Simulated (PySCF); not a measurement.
Electric field gradients and quadrupole coupling constants

C₅H₄FO₂P₃.
Z-matrix (Å and degrees, GFN2-xTB geometry), rows numbered from 1:
```
C 
O   1  1.4186
C   2  1.3406  1  117.79
O   3  1.2082  2  124.91  1     0.75
C   3  1.4636  2  111.16  1  -179.72
P   5  1.7459  3  110.36  2  -179.29
C   6  1.7320  5  103.95  3   179.70
P   7  1.7295  6  136.01  5     0.04
C   8  1.7435  7  103.33  6     0.24
F   9  1.3684  8  110.99  7   179.80
P   9  1.7405  8  137.93  7    -0.34
H   1  1.0886  2  107.43  3  -140.75
H   1  1.0917  2  109.70  3   -20.27
H   1  1.0916  2  109.35  3    99.94
H   7  1.0870  6  112.20  5  -179.88
```

Field gradients from the PBE0/pcSseg-1 density (PySCF, non-relativistic), principal values in atomic units, ordered |Vxx| ≤ |Vyy| ≤ |Vzz|:

```csv
atom,Vxx,Vyy,Vzz
O2,-0.4990,-1.2264,1.7254
O4,0.6951,0.8330,-1.5281
```

**Question.** Find the asymmetry η = (Vxx − Vyy)/Vzz and the couplings χ = eQV/h (234.96 MHz × Q in barn × V in au), with Q(17O) = −0.0256 b.

**Answer.** 
```json
{"atom": "O2", "environment": "ester single-bonded oxygen", "nucleus": "17O", "η": "0.42", "χzz (MHz)": "-10.38", "χxx (MHz)": "3.00", "χyy (MHz)": "7.38"}
{"atom": "O4", "environment": "ester carbonyl oxygen", "nucleus": "17O", "η": "0.09", "χzz (MHz)": "9.19", "χxx (MHz)": "-4.18", "χyy (MHz)": "-5.01"}
```

The tensor is traceless: Vxx + Vyy + Vzz = 0.

**Question.** What is Vzz at O4 in SI units (1 au = 9.71736 × 10²¹ V/m²)?

**Answer.** -1.5281 au = -14.849 × 10²¹ V/m².

Were the hydrogens deuterons (Q(2H) = 0.00286 b), χzz would run from 194 kHz (H13) to 212 kHz (H15).

One conformer (not necessarily the lowest) at the GFN2-xTB geometry, without solvent, vibrations or thermal averaging. GFN2-xTB frequencies show an imaginary mode (25i cm⁻¹), so this geometry is no minimum at that level. GFN2-xTB bond lengths can be off by several hundredths of an ångström, more for odd bonds, and the gradients follow them. With so small a basis the couplings can be 20 % off.
